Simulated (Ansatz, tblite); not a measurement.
Forces on W₂O₅⁻ at its PBE-D4/def2-SVPD geometry. Total charge -1; doublet.

In the def2 sets W takes a core potential; there is no spin–orbit coupling. The xTB rows come from tblite. No other spin state of charge -1 was run. Another isomer (doublet) lies 0.32 eV lower at PBE0-D4/def2-TZVPD; other spin states weren't run for this one.

GFN1-xTB (tblite), largest force 3.12 eV/Å:

```xyz
7
positions Å, forces eV/Å
W    -0.605    0.927    0.077    0.505   -0.739    0.160
W     0.840   -1.332   -0.425    1.363   -1.757    2.184
O     1.321    0.472   -0.573   -1.685    1.432   -0.095
O    -1.013   -1.070   -0.357   -0.675    2.102   -0.188
O     1.670   -2.440    0.643   -0.510    0.603   -1.220
O    -1.400    1.968   -1.091    0.755   -1.024    0.868
O    -0.813    1.475    1.725    0.247   -0.617   -1.709
```

GFN2-xTB (tblite), largest force 3.69 eV/Å:

```
W -1.097 1.714 0.342
W 0.069 0.409 3.671
O 0.587 -0.080 -0.933
O -0.274 -0.646 -0.853
O -0.162 -0.017 -1.873
O 0.700 -0.922 0.994
O 0.176 -0.458 -1.347
```

PBE-D4/def2-TZVPD (Ansatz), largest force 0.35 eV/Å:

```
W 0.007 -0.014 -0.029
W -0.115 0.208 0.262
O -0.142 -0.170 0.034
O 0.214 0.067 0.001
O -0.112 0.144 -0.196
O 0.110 -0.146 0.149
O 0.037 -0.089 -0.222
```
